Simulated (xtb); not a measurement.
C4H10Si2, SMILES C=C1CC[Si@H]1[SiH3]. All values are semi-empirical tight-binding results from xtb (GFN2-xTB unless named), good for trends rather than for accurate numbers. Coordinates come from a GFN2-xTB optimisation. The structure was generated by enumeration; whether it is a known compound was not checked.

Optimised geometry:

```xyz
16

C     -1.7273     0.5564     1.7845
C     -1.2796     0.2307     0.5849
C     -1.8466     0.6142    -0.7610
C     -0.7737    -0.0176    -1.6687
Si     0.1856    -0.7265    -0.1545
Si     2.3328     0.0184     0.2402
H     -1.2326     0.2260     2.6837
H     -2.6141     1.1584     1.9267
H     -2.8349     0.1800    -0.9180
H     -1.9352     1.6947    -0.8835
H     -0.2364     0.7256    -2.2549
H     -1.1840    -0.7407    -2.3696
H     -0.0068    -2.1850    -0.0319
H      2.7813    -0.3421     1.5872
H      2.4775     1.4714     0.1183
H      3.2910    -0.5774    -0.6959
```

The geometry has at least one imaginary mode, so it is a saddle point at that level.

```json
{
  "orbital_gap": "3.78 eV",
  "dipole_moment": "0.45 D",
  "static polarisability (D4 model)": "100.7 bohr³",
  "solvation energy, GFN2-xTB/ALPB(water)": "-0.6 kcal/mol",
  "solvation energy, GFN2-xTB/ALPB(toluene)": "-3.5 kcal/mol"
}
```

Computed atomic charges and the Wiberg bond orders between heavy atoms:
charges (e) C1 -0.09, C2 -0.10, C3 -0.06, C4 -0.16, Si5 0.39, Si6 0.36, H7 0.02, H8 0.03, H9 0.03, H10 0.02, H11 0.00, H12 0.01, H13 -0.09, H14 -0.12, H15 -0.10, H16 -0.12. Bond orders C1–C2 1.95, C2–C3 1.03, C3–C4 1.03, C2–Si5 0.88, C4–Si5 0.87, Si5–Si6 0.83.
